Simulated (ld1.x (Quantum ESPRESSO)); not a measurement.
**What one change does to a pseudopotential (zinc (Zn), TM)**

```
Element                 : Zn
Generator               : ld1.x (Quantum ESPRESSO) 7.5
Type                    : norm-conserving Troullier–Martins (Kleinman–Bylander form)
Functional              : PBEsol
Relativity              : scalar-relativistic
Frozen core             : [Ar]
Valence charge          : 12
Reference configuration : 3d10 4s1.5 4p0 (charge +0.5)
Partial waves           : 4p (bound, empty): rc 2.05 bohr; 3d (bound): rc 1.05 bohr; 4s (bound): rc 2.20 bohr
Local potential         : the s channel
Core correction         : none
```

Change: core correction a·sin(br)/r model core inside 0.44 bohr.

Cutoffs: the cutoffs (Ry, on a coarse ladder) from which the occupation-weighted sum of valence levels, in a spherical-Bessel basis at the reference potential, stays within 10 and 1 mRy of its value at 400 Ry; they do not see the model core or the augmentation charge, which bear on the density cutoff. Errors are all-electron minus pseudo energies relative to the spin-unpolarised reference configuration.

Problem. What does the change do?

Solution. Of the 7 tests that both files solve, the error grows in 6 and shrinks in 0 by more than 15 % and 0.3 meV (median size 2.7 → 39.0 meV); neither file shows a bound ghost. A model core, the more so a compact one, raises the density cutoff, which this test does not measure.

```csv
quantity,base,changed
"cutoff, loose",230 Ry,230 Ry
"cutoff, tight",over 300 Ry,over 300 Ry
bound ghosts,none,none
"error for 3d10 4s2 4p0, meV [ΔE -3.95 eV]",-0.1,-0.7
"error for 3d10 4s1 4p0, meV [ΔE 5.95 eV]",-1.3,-2.9
"error for 3d10 4s0 4p0, meV [ΔE 24.30 eV]",-2.7,-39
"error for 3d10 4s1 4p1, meV [ΔE 1.18 eV]",-0.5,-1.1
"error for 3d8 4s0 4p0, meV [ΔE 126.59 eV]",-2071,-2528
"error for 3d9 4s0 4p0, meV [ΔE 64.81 eV]",-368,-514
"error for 3d9 4s2 4p1, meV [ΔE 8.33 eV]",-468,-505
s: phases at 2.41 bohr within 0.05 rad from the reference energy up to (Ry; the scan ends near 5),2.4,2.4
p: phases at 2.41 bohr within 0.05 rad from the reference energy up to (Ry; the scan ends near 5),to the end of the scan,to the end of the scan
d: phases at 2.41 bohr within 0.05 rad from the reference energy up to (Ry; the scan ends near 5),0.4,0.4
```
